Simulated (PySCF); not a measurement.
C2H6F2OSi, SMILES COC(F)(F)[SiH3]. Atoms are numbered in the order given.

```xyz
12

C      2.2846    -0.2547     0.2988
O      1.0660    -0.3480    -0.4469
C     -0.0605     0.0771     0.1708
F      0.0656     1.3929     0.5600
F     -0.2597    -0.6126     1.3470
Si    -1.5779    -0.1360    -0.9995
H      2.2313    -0.8678     1.2110
H      3.0754    -0.6357    -0.3584
H      2.4971     0.7906     0.5692
H     -2.7832     0.3454    -0.2743
H     -1.7114    -1.5774    -1.3364
H     -1.3445     0.6758    -2.2224
```

Geometry: B3LYP-D3(BJ)/def2-SVP. This is a generated structure with no PubChem entry under its InChIKey; it may be hypothetical. Other conformers were not sampled.

Method: SMD-PBE0/6-31G* (PySCF).

Solvation free energies are E(SMD) − E(gas) at the gas-phase geometry, for 1 M in both phases. In vacuum the dipole moment is 1.06 D.

Computed solvation free energies in water, acetone, ethylethanoate:
```csv
solvent,ΔG(solv) (kcal/mol),its non-electrostatic (CDS) part,dipole (D)
water,1.7,5.1,1.23
acetone,-2.0,0.6,1.28
ethylethanoate,-1.7,0.4,1.24
```
